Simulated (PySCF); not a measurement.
A table of computed properties in which two entries of one column were swapped by mistake.

```
no.               species (SMILES)  level of the electronic properties  HOMO–LUMO gap  smallest rotational constant  HOMO energy
  1               C=Cc1ccnnc1C(C)C                       PBE0/pcSseg-1        4.78 eV                     0.689 GHz     -6.47 eV
  2                    C/C=C/C[S-]                       PBE0/pcSseg-1        4.57 eV                     0.622 GHz      0.55 eV
  3        C=C[P@@H+](/C=C\C)C(C)C                       PBE0/pcSseg-1        6.91 eV                     0.697 GHz    -12.16 eV
  4  C=C[C@@H]1[C@@H](CC)[P@H+]1CC                       PBE0/pcSseg-1        6.27 eV                     0.700 GHz    -11.39 eV
  5     C[C@@H]1C(=O)N(C)C[C@@H]1F                       PBE0/pcSseg-1        7.84 eV                     1.067 GHz     -7.13 eV
  6            O=C(CC[S-])C(F)(F)F                       PBE0/pcSseg-1        2.17 eV                     1.571 GHz     -0.21 eV
```

Geometries and rotational constants: GFN2-xTB. Species are written as SMILES; each is one conformer at its optimised geometry, gas phase, non-relativistic unless stated; the electronic structure was computed with PySCF and density fitting.

Dipoles, sizes and rotational constants follow the conformer. The torsions of the flexible species, by atom-mapped SMILES:
- `[CH2:1]=[CH:2][c:3]1[cH:4][cH:5][n:6][n:7][c:8]1[CH:9]([CH3:10])[CH3:11]`: C1–C2–C3–C4 -38°, N7–C8–C9–C10 -77°
- `[CH3:1]/[CH:2]=[CH:3]/[CH2:4][S-:5]`: C2–C3–C4–S5 -106°
- `[CH2:1]=[CH:2][P@@H+:3](/[CH:4]=[CH:5]\[CH3:6])[CH:7]([CH3:8])[CH3:9]`: C1–C2–P3–C4 131°, C2–P3–C4–C5 -71°, C2–P3–C7–C8 52°
- `[CH2:1]=[CH:2][C@@H:3]1[C@@H:4]([CH2:5][CH3:6])[P@H+:7]1[CH2:8][CH3:9]`: C1–C2–C3–C4 39°, C3–C4–C5–C6 157°, C4–P7–C8–C9 -105°
- `[O:1]=[C:2]([CH2:3][CH2:4][S-:5])[C:6]([F:7])([F:8])[F:9]`: O1–C2–C3–C4 81°, C2–C3–C4–S5 -179°, O1–C2–C6–F7 7°

The conformers of `C[C@@H]1C(=O)N(C)C[C@@H]1F` aren't listed.

Q: Which two entries changed places?

A: The smallest rotational constant of rows 6 and 2. The true values are 0.622 GHz for `O=C(CC[S-])C(F)(F)F` (13 atoms, 80 electrons) and 1.571 GHz for `C/C=C/C[S-]` (12 atoms, 48 electrons), the smallest and the largest in that column.

Q: Restore the column in rising order.

A: row 6: 0.622 GHz, row 1: 0.689 GHz, row 3: 0.697 GHz, row 4: 0.700 GHz, row 5: 1.067 GHz, row 2: 1.571 GHz.

Q: Give the restored column in cm⁻¹.

A: row 1: 0.0230 cm⁻¹, row 2: 0.0524 cm⁻¹, row 3: 0.0232 cm⁻¹, row 4: 0.0234 cm⁻¹, row 5: 0.0356 cm⁻¹, row 6: 0.0207 cm⁻¹.
